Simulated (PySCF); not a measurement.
# How the method changes the shape and vibrations of Al2BH3N cation

All numbers below are calculated, not measured. They come from PySCF 2.14.0, an open-source quantum chemistry program, on an isolated molecule that a program drew, which may never have been made. The molecule is Al2BH3N cation (charge +1, singlet), drawn as the SMILES string `N=[B][AlH][AlH+]`.

The geometry was optimised and harmonic frequencies were computed with HF and MP2, all in the cc-pV(D+d)Z basis, for the commonest isotopes, with a restricted reference for singlets and an unrestricted one otherwise, and a frozen core in MP2. Each result is a local minimum of its method.

Geometry at the HF minimum:
```xyz
7
Al2BH3N cation, angstrom
N    -2.4771   -0.2195   -2.1594
B    -2.1803    0.5299   -1.2387
Al   -1.6341    1.6924    0.3981
Al   -0.6461    0.1710    2.4160
H    -2.7307   -0.7900   -2.9274
H    -1.6406    3.2024    0.7768
H    -0.0776   -0.7112    3.5739
```

Lengths of the bonds as drawn, in Å (atoms numbered as above):
```
bond,HF,MP2
N1-B2,1.224,1.258
B2-Al3,2.081,2.056
Al3-Al4,2.713,2.706
N1-H5,0.990,1.008
Al3-H6,1.557,1.560
Al4-H7,1.563,1.568
```

Rotational constants, in GHz:
| constant | HF | MP2 |
|---|---|---|
| A | 8.852 | 8.699 |
| B | 1.718 | 1.738 |
| C | 1.438 | 1.449 |

Harmonic frequencies in cm^-1, each column in rising order, so a row needn't be the same motion in every method:
```
rank,HF,MP2
1,69,63
2,216,185
3,271,237
4,302,296
5,359,338
6,398,374
7,459,438
8,509,508
9,613,573
10,643,591
11,672,602
12,2081,?
13,2083,2031
14,2099,2052
15,4032,3794
```

**Estimate the missing MP2 frequency from the HF column.**

A single factor s that minimises the squared misfit of MP2 against s times HF over the other rows is sum(HF x MP2) / sum(HF^2) = 0.9516, with an rms misfit of 28 cm^-1. For rank 12 it gives 0.9516 x 2081 = 1980 cm^-1. The calculation gives 1859 cm^-1, 121 cm^-1 below the estimate. The drawn bonds are on average 0.6 % longer in MP2 than in HF.
